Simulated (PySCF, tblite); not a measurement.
Isomers of C4H11NOSi2. All values are computed: GFN2-xTB (tblite) harmonic vibrations without scaling, gas phase. Errors from tens to a few hundred cm⁻¹ against measured bands are possible. Modes of hydrogen on silicon can be 10 to 20 % off. One conformer each.

Electronic energies: PBE0/pcSseg-1 single points on the GFN2-xTB geometries (PySCF, gas phase).

```
                  SMILES  electronic energy, lowest = 0 (kJ/mol)
  CC(=O)N[SiH]1C[SiH2]C1                                    93.9
CC(=O)[Si@@H]1CC[SiH2]N1                                   107.9
  C[SiH2]O[Si@@H](C)CC#N                                     0.0
```

Question: How do GFN2-xTB zero-point energies change the relative energies?

Answer: 
```tsv
SMILES	ZPE (kJ/mol)	of it from modes above 1550 cm⁻¹	electronic (kJ/mol)	with ZPE, lowest = 0 (kJ/mol)	lowest mode (cm⁻¹)	rings
C[SiH2]O[Si@@H](C)CC#N	361.9	199.2	0.0	0.0	5i	0
CC(=O)N[SiH]1C[SiH2]C1	368.7	198.3	93.9	100.8	38	1
CC(=O)[Si@@H]1CC[SiH2]N1	371.2	196.8	107.9	117.2	27	1
```

The zero-point energies span 9.3 kJ/mol, from `C[SiH2]O[Si@@H](C)CC#N` to `CC(=O)[Si@@H]1CC[SiH2]N1`. Slightly imaginary modes are left out of the zero-point energy: `C[SiH2]O[Si@@H](C)CC#N` 4.7i cm⁻¹. The order is unchanged.

Question: And how do the electronic energies of GFN2-xTB itself compare?

Answer: `C[SiH2]O[Si@@H](C)CC#N` 0.0; `CC(=O)N[SiH]1C[SiH2]C1` 159.7; `CC(=O)[Si@@H]1CC[SiH2]N1` 134.3 kJ/mol, lowest = 0. Against the energies above, taken from the same isomer `C[SiH2]O[Si@@H](C)CC#N`, the largest difference is 65.8 kJ/mol.
